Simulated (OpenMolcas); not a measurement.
## Ni5+: from CASSCF to CASPT2

* Program: OpenMolcas 26.06
* Basis: ANO-RCC-VQZP [7s6p4d3f2g1h]
* Scalar Hamiltonian: DKH2, point nucleus
* Active space: 5 electrons in 5 orbitals (3d)
* State averaging: 2S+1 = 6 even, 1 root; 2S+1 = 4 even, 24 roots; 2S+1 = 2 even, 75 roots
* Spin-orbit coupling: state interaction with AMFI integrals over the reference wave functions, term energies averaged over their components

Methods on the same reference wave functions:
A. CASSCF
B. SS-CASPT2, IPEA 0.25 Eh, imaginary shift 0.1 Eh (closed shells correlated: 3s 3p)
C. MS-CASPT2, IPEA 0.25 Eh, imaginary shift 0.1 Eh (closed shells correlated: 3s 3p)

Energies in eV above 3d⁵ ⁶S_5/2, the measured ground level; measured values from Corliss and Sugar, J. Phys. Chem. Ref. Data 10, 197 (1981).

```csv
Level,A,B,C,Measured
3d⁵ ⁶S_5/2,0.0000,0.0000,0.0000,0.0000
3d⁵ ⁴G_5/2,5.8620,5.331,5.331,
3d⁵ ⁴G_7/2,5.8702,5.340,5.340,
3d⁵ ⁴G_11/2,5.8724,5.343,5.343,5.1975
3d⁵ ⁴G_9/2,5.8751,5.346,5.346,
3d⁵ ⁴P_5/2,6.7323,5.871,5.871,5.6889
3d⁵ ⁴P_3/2,6.7552,5.896,5.896,5.7162
3d⁵ ⁴P_1/2,6.7829,5.925,5.925,5.7435
3d⁵ ⁴D_7/2,7.2789,6.391,6.391,6.2402
3d⁵ ⁴D_1/2,7.3056,6.420,6.420,
3d⁵ ⁴D_3/2,7.3271,6.442,6.442,
3d⁵ ⁴D_5/2,7.3319,6.447,6.447,
3d⁵ ²I_11/2,8.3589,7.799,7.799,7.5873
3d⁵ ²I_13/2,8.3787,7.823,7.823,7.5977
3d⁵ ²D_5/2(1) [64 %],9.3346,8.210,8.210,7.9539
3d⁵ ²D_3/2(1),9.4772,8.335,8.335,8.0805
3d⁵ ²F_7/2(1),9.6908,8.611,8.611,8.3175
3d⁵ ⁴F_9/2,9.8010,8.734,8.734,
3d⁵ ⁴F_5/2 [68 %],9.8081,8.735,8.735,
3d⁵ ⁴F_7/2,9.8219,8.754,8.754,
3d⁵ ⁴F_3/2,9.8779,8.803,8.803,
3d⁵ ²H_9/2 [70 %],10.2483,9.316,9.316,9.0395
3d⁵ ²H_11/2,10.3237,9.434,9.434,9.1447
3d⁵ ²G_7/2(1),10.5977,9.509,9.509,9.2527
```

Deviations, from unrounded energies. A percentage is the sum of absolute deviations over the sum of measured energies, with the sign that they share, or ± where signs differ.

| Against measurement | Levels | A | B | C |
| --- | --- | --- | --- | --- |
| mean absolute deviation (cm-1) | 13 | 8900 | 1800 | 1800 |
| other terms of the ground configuration (%) | 13 | +14.9 | +3.0 | +3.0 |

B, C lie about equally close to measurement and A furthest from it. The largest miss of B in the table is 3d⁵ ²F_7/2(1), by +2400 cm-1. The ranking rests on the paired levels alone, and a cruder setting can come out closer through cancelling errors.

Between B and C no level of the table moves by more than 5 cm-1.

The two smallest mean deviations differ by little beside CASPT2's spread within terms, so their order carries little weight.

From A to B the spin-free energies of the other terms of 3d⁵ shown, above ⁶S, scale by factors of 0.87 to 0.93, as is usual when dynamic correlation screens the repulsion within a d or f shell.

The lowest spin-free term lies below A's lowest term by 0.465 hartree in B, 0.465 hartree in C.

Term energies are means over components that CASPT2 splits; among the terms shown or strongly mixed into the levels shown the widest spread is 510 cm-1 (3d⁵ ⁴F, C). Without dynamic correlation excited terms often stand tens of per cent too high (terms of higher spin than the ground term too low), and those without a measured partner can miss by more than the paired ones (holds for A). Blocks of more than 70 roots (2S+1 = 2 even) ran without multistate coupling (holds for C). Computed and measured levels are paired by configuration, term and J; levels that our copy of the source lacks, or whose pairing is in doubt (as where it misses far off the trend of its configuration), stay unpaired and out of the deviations. Levels of configurations outside the active space are missing. Levels that lie high or do not pair safely by name in every column are left out.

A share in square brackets marks a mixed level and gives the weight of the term that names it, the lowest over the columns. A number in round brackets counts repeated terms of one configuration in the order of the reference energies.
